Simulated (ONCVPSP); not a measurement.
**Mg (Z = 12): excitation energies, all-electron against ONCV**

magnesium, optimised norm-conserving Vanderbilt (ONCV), made with ONCVPSP 4.0.1 (LDA (Perdew-Wang 92), scalar-relativistic). Core [He], reference 2s2 2p6 3s1.5 (charge +0.5). Waves: 2s+3s: rc 1.35 bohr, ncon 4, nbas 8, qcut 11.2 1/bohr, 2 projectors; 2p: rc 0.70 bohr, ncon 4, nbas 7, qcut 17.2 1/bohr, 3 projectors, debl 0.5 Ha; d scattering state at 0.41 Ha: rc 1.15 bohr, ncon 4, nbas 7, qcut 9.8 1/bohr, 1 projector. Local part: polynomial inside 0.65 bohr (lpopt 4, dvloc0 0 Ha). Core correction: none.

In the p channel the program set the typed energies aside and used -1.874, 0.250, 0.750 Ha.

Energies are relative to the spin-unpolarised reference configuration 2s2 2p6 3s1.5; without spin polarisation the order of configurations can differ from experiment.

```csv
valence configuration,charge,ΔE all-electron (eV),error AE − PS (meV)
2s2 2p6 3s2,0,-3.189,0.0
2s2 2p6 3s1,+1,4.879,-0.1
```

Question: What are ΔE and the potential's error for 2s1 2p6 3s2?

Answer: ΔE = 87.731 eV all-electron; the error (AE − PS) is -170 meV.

Question: What are ΔE and the potential's error for 2s2 2p6 3s0?

Answer: ΔE = 19.922 eV all-electron; the error (AE − PS) is -0.6 meV.
